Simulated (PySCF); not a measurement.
## Dipole response of Tl²⁺ (thallium, charge +2)

[Xe] 4f14 5d10 6s1, 2S determinant. Computed with PySCF 2.14 in aug-cc-pwCVTZ-DK3 (11s10p8d5f1g, 125 functions), with the spin-free X2C one-electron Hamiltonian (Gaussian nucleus). Coupled (time-dependent) response in atomic units; α is the mean over directions.

| method | mean α (bohr³) | C₆ (like pair) | S(−4) |
| --- | --- | --- | --- |
| UHF | 14.58 | 89.01 | 101.7 |

S(−4) is the Cauchy moment in α(ω) = α(0) + S(−4) ω² + …

α(iu) at UHF:

```tsv
u (hartree)	α(iu) (bohr³)
0	14.58
0.0500	14.34
0.100	13.66
0.200	11.71
0.300	9.816
0.500	7.216
0.750	5.409
1.00	4.311
1.50	2.988
2.00	2.200
3.00	1.325
5.00	0.6189
```

A single London oscillator, α(iu) = α/(1 + u²/ω²), gives C₆ = (3/4) ω α². Matching the computed C₆ needs ω = 4 × 89.01 / (3 × 14.58²) = 0.558 hartree.

For an ion, C₆ is the dispersion term alone; charge-induced terms of lower order in 1/R come first.

Spin-orbit coupling, which splits the p, d and f shells strongly at this Z, is absent.
